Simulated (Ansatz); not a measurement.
`C[SiH2][S][Ti]([Cl])([Cl])[Cl]`. Charge 0, multiplicity 1.

```csv
atom,x (Å),y (Å),z (Å)
C1,-1.3564,-0.0820,-1.0720
Si2,-0.4145,1.3834,-0.4211
S3,0.4412,1.0506,1.5434
Ti4,1.4312,-0.9338,1.3293
Cl5,-0.0553,-2.5217,1.4660
Cl6,2.3843,-1.0097,-0.6272
Cl7,2.8656,-1.0813,2.9485
H8,-0.6947,-0.9168,-1.3081
H9,-1.8751,0.2126,-1.9890
H10,-2.0994,-0.4209,-0.3479
H11,-1.3198,2.5388,-0.1980
H12,0.6929,1.7805,-1.3239
```

Question: List the harmonic frequencies (cm⁻¹, unscaled) at PBE0-D4/def2-TZVP in Ansatz. (Estimate.)

Answer: Ansatz gave: 47, 61, 81, 106, 114, 125, 129, 139, 177, 210, 381, 462, 473, 490, 493, 509, 652, 693, 747, 883, 889, 944, 1280, 1441, 1446, 2231, 2242, 3053, 3138, 3156.

Question: Is this a minimum?

Answer: Yes, all 30 modes are real.

Question: Give the ideal-gas thermochemistry at 298.15 K and 1 bar (rigid rotor, harmonic oscillator; point group C1, symmetry number 1).

Answer: Zero-point energy 160.3 kJ/mol; H(298) − E = 194.0 kJ/mol; entropy 470.4 J/(mol·K), of which translation 176.8, rotation 130.9, vibration 162.8; G(298) − E = 53.7 kJ/mol. Modes under 100 cm⁻¹ are hindered rotations or soft bends, so the harmonic entropy is rough.
